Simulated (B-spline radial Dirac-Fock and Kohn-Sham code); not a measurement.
Model: independent-particle rates on relativistic LDA orbitals of the hole state (multipoles up to L = 3, Coulomb Auger matrix elements, transition energies from Dirac-Fock). Program: a radial B-spline solver.

Q: A single inner-shell vacancy in a neutral atom gives this computed emission spectrum. Which element, which hole, and which lines?

```
energy (eV)  relative intensity
     8944.2                 5.6
    10170.5                11.4
    10266.8               100.0
    11802.5                 1.4
    12246.4                 2.1
    12267.3                18.8
    12644.0                 2.1
```

A: Thallium (Z = 81), hole in L3 (2p3/2). In order of rising energy the lines are Lℓ (L3-M1), Lα2 (L3-M4), Lα1 (L3-M5), Lβ6 (L3-N1), Lβ15 (L3-N4), Lβ2 (L3-N5), Lβ5 (L3-O5).
